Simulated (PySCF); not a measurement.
diisopropyl selenide (C6H14Se), singlet, at a GFN2-xTB geometry. Base run: DF-TPSS/6-31G* (PySCF).

Input for PySCF:
```python
from pyscf import gto, scf, dft

mol = gto.M(
    atom='''
C     1.86446653    1.29407804    0.80317924
C     1.50690558   -0.17259937    0.65139770
C     2.68489215   -0.99790827    0.16360737
Se   -0.00341687   -0.41315183   -0.64432887
C    -1.48670476    0.35052891    0.47190419
C    -1.91146264    1.70546761   -0.06583612
C    -2.64416304   -0.63203627    0.51247011
H     2.19116429    1.70310963   -0.15088233
H     2.67491464    1.40507664    1.52279648
H     1.01422512    1.87378939    1.15742322
H     1.13115908   -0.57491929    1.59824306
H     2.40312917   -2.04381665    0.05518323
H     3.50766455   -0.92945013    0.87370971
H     3.02915302   -0.63217163   -0.80266792
H    -1.04753119    0.45505650    1.46887565
H    -1.06670254    2.38915777   -0.11779913
H    -2.32805585    1.59998211   -1.06575793
H    -2.67131268    2.14223315    0.58145157
H    -2.31920383   -1.59481014    0.90161164
H    -3.04810621   -0.78347580   -0.48724072
H    -3.43792651   -0.24778338    1.15189977
''',
    basis='6-31g*',
    verbose=4,
)

mf = dft.RKS(mol)
mf.xc = 'tpss'
mf = mf.density_fit(auxbasis='def2-universal-jkfit')
mf.kernel()
```

The base run was repeated with changes; each row names its change, and settings that it needs were set with it.

| change | ΔE vs base (µEh) | SCF cycles | outcome |
|---|---|---|---|
| base | 0.0 | 11 | converged |
| solver = newton | 0.0 | - | converged |
| init_guess = mod_huckel | 0.0 | 14 | converged |
| diis = off (with mf.max_cycle = 100) | - | - | cut at the time limit |
| DIIS = EDIIS | - | - | cut at the time limit |
